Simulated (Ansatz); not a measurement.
Reaction (formal exchange of groups at the Si–S bond): `[F][GeH2][SiH2]S` + SiH₄ → `[F][GeH2][SiH2][SiH3]` + H₂S

Calculated with Ansatz (gas phase, PBE0-D4/def2-TZVP geometries, no zero-point term in ΔE). CBS: MP2 limit from def2 TZ/QZ plus the TZ coupled-cluster correction, frozen cores. This one scheme is used for every species. DFT in def2-TZVPP. B3LYP here is the variant with VWN-RPA as its local correlation; programs differ in this. For Ge outer-core shells are correlated without core-valence functions, which leaves a few kJ/mol of doubt a bond. Scalar relativity is left out up to krypton. Each species was taken in one conformer, which may not be the lowest.

`[F][GeH2][SiH2]S`:

Z-matrix (Å, degrees):
```
Ge
Si 1 2.389
F 1 1.748 2 106.9
H 1 1.541 2 113.2 3 115.8
H 1 1.540 2 114.7 3 -116.5
S 2 2.137 1 111.5 3 -65.3
H 2 1.489 1 108.5 3 170.8
H 2 1.483 1 110.0 3 51.1
H 6 1.344 2 94.8 1 -58.6
```

SiH₄:

Cartesian coordinates in Å:
```
Si 0.000 0.000 0.000
H 1.408 -0.081 0.463
H -0.701 1.084 0.734
H -0.681 -1.293 0.259
H -0.026 0.291 -1.456
```

`[F][GeH2][SiH2][SiH3]`:

Cartesian coordinates in Å:
```
F -0.472 -2.109 -1.301
Ge 1.064 -1.363 -0.899
Si 0.581 0.185 0.850
Si -1.408 1.301 0.336
H 1.995 -2.531 -0.527
H 1.541 -0.695 -2.202
H 1.723 1.137 0.942
H 0.471 -0.551 2.138
H -1.671 2.372 1.335
H -1.287 1.917 -1.012
H -2.536 0.336 0.340
```

H₂S:

Z-matrix (Å, degrees):
```
S
H 1 1.341
H 1 1.341 2 92.3
```

| species | B3LYP energy (Eh) |
| --- | --- |
| `[F][GeH2][SiH2]S` | -2867.75564 |
| SiH₄ | -291.91715 |
| `[F][GeH2][SiH2][SiH3]` | -2760.22913 |
| H₂S | -399.42676 |

**Question.** Work out ΔE.

**Answer.** ΔE = (-2760.22913) + (-399.42676) − (-2867.75564) − (-291.91715) = 0.01690 Eh = +44.4 kJ/mol. CCSD(T)/CBS gives +43.4 kJ/mol.

Largest T1 diagnostic among the species: 0.013.

In def2-TZVPP, CCSD(T) changes the Hartree–Fock value by −12.1 kJ/mol (the triples alone add −0.5 kJ/mol) and MP2 by −3.7 kJ/mol.
